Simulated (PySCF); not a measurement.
SbCl2Br, SMILES [Cl][Sb]([Cl])[Br]. Atoms are numbered in the order given.

```xyz
4

Sb    -0.4532    -0.6216     0.0000
Cl    -1.2979     0.6877     1.7929
Cl    -1.2979     0.6877    -1.7929
Br     1.9212     0.2376     0.0000
```
Charge 0, spin multiplicity 1.

The structure is a stationary point at r2SCAN-D4/def2-SVP. The def2 effective core potentials stand for the cores of Sb; spin–orbit coupling is left out.

All values below come from PBE/def2-TZVP (PySCF).

The molecule is in vacuum.

The total energy is -3734.21131 hartree and the point group comes out as Cs. The highest occupied level comes out as -7.32 eV. The lowest empty level is -2.95 eV. The orbital gap is 4.36 eV, the dipole moment is 2.52 D and the quadrupole, principal values (traceless, Buckingham form, about the centre of nuclear charge) comes out as -3.15, -2.60, 5.75 D·Å. The mean static polarisability comes out as 85.9 bohr³ (12.74 Å³) and the polarisability, principal values comes out as 68.1, 89.3, 100.4 bohr³.
